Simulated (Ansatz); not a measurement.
`[F][Sb]([SiH3])[Cl]` at its PBE0-D4/def2-TZVP geometry, where that method's forces vanish. The species carries charge 0 and has multiplicity 1. Sb takes the def2 core potential.

```csv
atom,x (Å),y (Å),z (Å)
F1,1.4533,0.1575,1.9718
Sb2,-0.3891,0.5330,1.5888
Si3,-0.2636,-0.6685,-0.7194
Cl4,-0.0555,2.6280,0.5802
H5,0.9687,-0.2113,-1.4051
H6,-1.4735,-0.2971,-1.4990
H7,-0.2402,-2.1416,-0.5174
```

Question: For each bond, give half the difference of the two atoms' forces along it (eV/Å; positive pushes the atoms apart) under PBE-D4, r2SCAN-D4, B3LYP-D4, ωB97M-V in def2-TZVPP. (Best estimate.)

Answer: The calculation gave: 
```json
{"bond": "F1–Sb2", "length (Å)": "1.919", "PBE-D4": "0.63", "r2SCAN-D4": "0.12", "B3LYP-D4": "0.37", "ωB97M-V": "0.03"}
{"bond": "Sb2–Si3", "length (Å)": "2.605", "PBE-D4": "0.07", "r2SCAN-D4": "0.05", "B3LYP-D4": "0.18", "ωB97M-V": "-0.07"}
{"bond": "Sb2–Cl4", "length (Å)": "2.349", "PBE-D4": "0.31", "r2SCAN-D4": "0.11", "B3LYP-D4": "0.33", "ωB97M-V": "-0.02"}
{"bond": "Si3–H5", "length (Å)": "1.483", "PBE-D4": "0.09", "r2SCAN-D4": "-0.01", "B3LYP-D4": "-0.08", "ωB97M-V": "-0.10"}
{"bond": "Si3–H6", "length (Å)": "1.486", "PBE-D4": "0.08", "r2SCAN-D4": "-0.02", "B3LYP-D4": "-0.08", "ωB97M-V": "-0.08"}
{"bond": "Si3–H7", "length (Å)": "1.487", "PBE-D4": "0.08", "r2SCAN-D4": "-0.02", "B3LYP-D4": "-0.08", "ωB97M-V": "-0.09"}
```

B3LYP here is the variant with VWN-RPA as its local correlation; programs differ in this.

All numbers were calculated with Ansatz.
